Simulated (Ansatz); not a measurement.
Z-matrix (Å, degrees):
```
Si
S 1 2.090
Te 1 2.540 2 108.8
H 1 1.484 2 113.6 3 120.6
H 1 1.486 2 114.6 3 -112.9
Zn 2 2.237 1 91.5 3 13.5
H 3 1.659 1 91.0 2 71.3
H 6 1.541 2 156.2 1 174.2
```

Total charge 0; spin multiplicity 1. Te: def2 effective core potential.

Task: List the PBE0/def2-TZVPP orbital energies in eV (Ansatz). (An estimate is asked.)

Result: The calculation gave: Occupied: -9459.22, -2421.91, -1803.82, -1152.71, -1015.07, -1015.04, -1014.99, -217.27, -172.49, -161.07, -161.02, -160.96, -146.03, -133.48, -121.46, -121.35, -121.24, -100.74, -100.67, -100.65, -89.31, -89.27, -89.17, -44.65, -44.60, -44.49, -44.40, -44.39, -19.96, -18.38, -14.86, -14.68, -14.56, -14.55, -14.51, -14.15, -11.14, -10.21, -10.12, -9.80, -8.96, -7.83, -7.41, -7.09. Lowest empty: -1.27, -0.83, -0.44, -0.28, 0.08, 0.94, 1.09, 1.58.
